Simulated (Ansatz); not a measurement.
The inner images of a band of C2H7NOSi (12 atoms, charge 0, multiplicity 1) are given out of order.

These are results of RKS PBE-D4/def2-SVP in Ansatz, not measurements.

Initial state:

```xyz
12
Properties=species:S:1:pos:R:3
N -1.009 1.213 0.314
C -0.282 0.049 -0.033
Si 1.606 0.276 -0.141
C -0.838 -1.286 0.264
O -0.806 -0.844 -1.091
H -0.869 1.964 -0.372
H -2.019 1.038 0.389
H 2.225 -1.034 -0.537
H 2.186 0.733 1.170
H 1.900 1.316 -1.190
H -1.843 -1.343 0.733
H -0.175 -2.136 0.528
```

Final state:

```xyz
12
Properties=species:S:1:pos:R:3
N -1.234 1.099 0.052
C -0.342 -0.004 -0.138
Si 1.542 0.287 -0.140
C -0.881 -1.351 0.169
O -0.740 -0.939 -1.181
H -0.896 1.956 -0.399
H -1.376 1.300 1.049
H 2.295 -1.003 -0.313
H 1.971 0.943 1.148
H 1.870 1.225 -1.272
H -1.923 -1.407 0.542
H -0.209 -2.161 0.517
```

Put them in order from the first end to the last, with their energies above the first end.
A.
```xyz
12
Properties=species:S:1:pos:R:3
N -1.039 1.170 0.182
C -0.297 0.023 -0.100
Si 1.585 0.270 -0.157
C -0.853 -1.311 0.209
O -0.752 -0.940 -1.155
H -0.845 2.038 -0.312
H -1.902 1.126 0.718
H 2.279 -1.031 -0.442
H 2.081 0.831 1.149
H 1.900 1.262 -1.246
H -1.885 -1.365 0.618
H -0.194 -2.128 0.570
```
B.
```xyz
12
Properties=species:S:1:pos:R:3
N -1.210 1.118 0.011
C -0.332 0.011 -0.142
Si 1.554 0.282 -0.156
C -0.867 -1.330 0.194
O -0.718 -0.969 -1.167
H -0.818 2.012 -0.299
H -1.601 1.214 0.951
H 2.274 -1.017 -0.388
H 2.020 0.885 1.145
H 1.882 1.251 -1.261
H -1.910 -1.386 0.565
H -0.197 -2.125 0.581
```
C.
```xyz
12
Properties=species:S:1:pos:R:3
N -0.993 1.209 0.323
C -0.280 0.045 -0.042
Si 1.608 0.274 -0.144
C -0.846 -1.291 0.235
O -0.800 -0.840 -1.114
H -0.888 1.965 -0.363
H -1.991 1.048 0.493
H 2.256 -1.043 -0.463
H 2.152 0.808 1.152
H 1.907 1.262 -1.239
H -1.858 -1.347 0.691
H -0.190 -2.144 0.504
```
D.
```xyz
12
Properties=species:S:1:pos:R:3
N -0.991 1.195 0.273
C -0.286 0.030 -0.075
Si 1.598 0.271 -0.152
C -0.852 -1.303 0.219
O -0.779 -0.892 -1.139
H -0.877 1.997 -0.352
H -1.948 1.091 0.617
H 2.278 -1.035 -0.449
H 2.104 0.825 1.151
H 1.902 1.261 -1.246
H -1.876 -1.357 0.646
H -0.195 -2.138 0.541
```
E.
```xyz
12
Properties=species:S:1:pos:R:3
N -1.119 1.145 0.076
C -0.310 0.022 -0.116
Si 1.575 0.271 -0.161
C -0.854 -1.315 0.209
O -0.729 -0.967 -1.157
H -0.811 2.054 -0.262
H -1.836 1.154 0.796
H 2.274 -1.029 -0.440
H 2.073 0.837 1.144
H 1.894 1.262 -1.250
H -1.891 -1.369 0.604
H -0.191 -2.120 0.590
```

C (+0.005 eV), D (+0.045 eV), A (+0.117 eV), E (+0.152 eV), B (+0.132 eV).

The run took 89 s on 2 threads of Arm Neoverse V1 (shared host), peak memory 0.15 GiB.
